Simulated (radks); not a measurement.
Results of a calculation; reference values are marked as such.
Isoelectronic series with 33 electrons, each ion in its NIST ground configuration. Level of theory: scalar-relativistic Kohn-Sham, PBE, spin-polarised, spherical densities, finite nucleus; open shells are filled with parallel spins first (spin-orbit coupling, left out, can overturn this in heavy ions); Fermi nuclear charge, rms radius of each element as measured or else 0.836 A^(1/3) + 0.57 fm (a radial shooting solver on a logarithmic mesh with Libxc functionals). Total energies (hartree) and mean radii <r> (bohr) (* marks an orbital that is empty in some or all of the ions):

| ion | configuration | E (hartree) | 4p down* | 4p up | 4s down | 4s up |
|---|---|---|---|---|---|---|
| As | [Ar] 3d10 4s2 4p3 | -2260.85402 | 2.620 | 2.511 | 1.934 | 1.944 |
| Br2+ | [Ar] 3d10 4s2 4p3 | -2605.18274 | 1.867 | 1.841 | 1.588 | 1.590 |
| Rb4+ | [Ar] 3d10 4s2 4p3 | -2976.66635 | 1.523 | 1.511 | 1.359 | 1.360 |
| Nb8+ | [Ar] 3d10 4s2 4p3 | -3801.48926 | 1.148 | 1.144 | 1.070 | 1.070 |
| Tc10+ | [Ar] 3d10 4s2 4p3 | -4255.18433 | 1.029 | 1.026 | 0.9701 | 0.9702 |
| Rh12+ | [Ar] 3d10 4s2 4p3 | -4736.70137 | 0.9347 | 0.9325 | 0.8883 | 0.8883 |
| Ag14+ | [Ar] 3d10 4s2 4p3 | -5246.30174 | 0.8570 | 0.8553 | 0.8197 | 0.8196 |
| In16+ | [Ar] 3d10 4s2 4p3 | -5784.26894 | 0.7918 | 0.7905 | 0.7612 | 0.7611 |
| Sb18+ | [Ar] 3d10 4s2 4p3 | -6350.91401 | 0.7363 | 0.7353 | 0.7106 | 0.7105 |
| I20+ | [Ar] 3d10 4s2 4p3 | -6946.57090 | 0.6883 | 0.6874 | 0.6663 | 0.6662 |
| Cs22+ | [Ar] 3d10 4s2 4p3 | -7571.6015 | 0.6463 | 0.6456 | 0.6271 | 0.6271 |
| La24+ | [Ar] 3d10 4s2 4p3 | -8226.3912 | 0.6092 | 0.6086 | 0.5922 | 0.5922 |
| Pr26+ | [Ar] 3d10 4s2 4p3 | -8911.3558 | 0.5761 | 0.5756 | 0.5609 | 0.5608 |
| Pm28+ | [Ar] 3d10 4s2 4p3 | -9626.9295 | 0.5465 | 0.5460 | 0.5326 | 0.5325 |
